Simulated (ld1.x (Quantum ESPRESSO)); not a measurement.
platinum (Pt), TM semilocal: configuration errors across variants

platinum, norm-conserving Troullier–Martins (semilocal form), made with ld1.x (Quantum ESPRESSO) 7.5 (BP86, scalar-relativistic). Core [Xe] 4f14, reference 5d9 6s0 6p0 (charge +1). Waves: 6s (bound, empty): rc 2.20 bohr; 5d (bound): rc 2.20 bohr; 6p (bound, empty): rc 3.35 bohr. Local part: the p channel. Core correction: none.

All-electron excitation energies from the reference (eV): (1) 5d8 6s0 6p0 20.094; (2) 5d7 6s0 6p0 52.427; (3) 5d9 6s0 6p1 -4.248; (4) 5d10 6s0 6p0 -9.349; (5) 5d8 6s1 6p0 1.937.

A semilocal file is local in each channel, so a ghost entry of none says nothing of the separable form that plane-wave codes build from it.

2 further variants failed, have other tests or another functional or relativity, and are left out.

Errors AE − PS in meV (a dash: test not solved or not reliable):

| change | (1) | (2) | (3) | (4) | (5) | bound ghosts |
| --- | --- | --- | --- | --- | --- | --- |
| base | -19 | -106 | -0.2 | -5.1 | -37 | none |
| wave 6s (bound): rc 2.20 bohr becomes 6s (bound): rc 3.02 bohr | -19 | -106 | -0.2 | -5.1 | – | none |
| all radii scaled by about 0.89 (s 1.96, p 3.00, d 1.96 bohr) | -16 | -96 | -0.9 | -2.7 | -29 | none |
| wave 6p (bound): rc 3.35 bohr becomes 6p (bound): rc 5.10 bohr | -19 | -106 | -1.3 | -5.1 | – | none |

(1) Give the same row for: wave 5d (bound): rc 2.20 bohr becomes 5d (bound): rc 3.20 bohr.

Answers

(1) -27, -8.8, +1.7, –, –; bound ghosts: none. Not counted: 5d10 6s0 6p0 (pseudo-atom not self-consistent, printed error -422 eV).
